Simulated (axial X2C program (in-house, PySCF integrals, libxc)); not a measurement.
AsS⁻: cheaper levels and CCSD(T), two-component

Calculated with an axial X2C code built on PySCF integrals. Two-component (2c) means X2C with spin–orbit coupling and atomic mean-field two-electron Coulomb and Gaunt terms. Basis: As dyall-acv3z [10s10p7d5f1g], S dyall-av3z [9s8p3d2f] (cores contracted in-house); Gaussian nuclei, density fitting, unrestricted open shells. Masses: As 74.922 u, S 31.972 u.

State: Ω = 1 (⟨Sz⟩ = 1.00, ⟨Lz⟩ = 0.00 at HF); fragments As + S-.

| level | Re (Å) | ωe (cm⁻¹) | De (eV) |
| --- | --- | --- | --- |
| PBE0 | 2.118 | 482.8 | 3.59 |
| HF | 2.120 | 487.6 | 1.76 |
| CCSD | 2.131 | 476.3 | 3.11 |
| LDA | 2.117 | 470.9 | 4.54 |

Correlated methods: 12 electrons correlated (number of frozen shells: As 3 s, 2 p, 1 d; S 2 s, 1 p), 262 virtual spin orbitals or spinors in MP2, 90 natural virtuals in coupled cluster.

CCSD(T), same Hamiltonian and basis:

Re = 2.140 Å, ωe = 467.0 cm⁻¹, De = 3.28 eV; T1 = 0.025 (Lee–Taylor normalisation).

(1) Give the differences from CCSD(T) in the columns below.

Occupations by symmetry block were frozen at the best pattern of an incomplete PBE0 search. De is counted from the lowest determinant-based energies of the atoms at the same level, without counterpoise correction. Density functionals use the spin component along the axis (collinear). Coupled cluster ran in a truncated set of natural virtual spinors; the MP2 energy of the rest was added. (T) has no such correction and the atoms are truncated less, which lowers De at CCSD(T) by a hundredth of an eV or more. In 2c an atomic determinant is not the ground J level, so De misses part of the atomic spin–orbit lowering. This holds for PBE0. Other states lie close and PBE0, whose exact exchange favours high spin, may order them wrongly; the determinant shown need not be the ground state. The nearest other 2c determinant of the search, Ω = 0, lies 0.49 eV up at the distance of the search. The functionals have no current-density term, which raises determinants with orbital currents, atoms included. With several unpaired electrons one determinant need not be a pure state. Open-shell Ω = 0 determinants with evenly filled partner blocks cannot be reached by this program, so the Ω shown need not be the lowest component. This is the Ω = 1 component of a π² triplet; the 0⁺ component is not one determinant and can lie lowest. The highest occupied level of some functionals is positive through self-interaction error; at Hartree–Fock it is bound. The determinant is spin-polarised beyond a pure state at some levels (its spin-free form has ⟨S²⟩ too high), which makes Re and μ there less reliable. Hartree–Fock gets electron affinities wrong, so its lowest charge split need not be the true one.

## Answers

(1) 

| level | ΔRe (Å) | Δωe (cm⁻¹) | ΔDe (eV) |
| --- | --- | --- | --- |
| PBE0 | -0.022 | 16 | 0.31 |
| HF | -0.020 | 21 | -1.52 |
| CCSD | -0.009 | 9 | -0.17 |
| LDA | -0.023 | 4 | 1.26 |
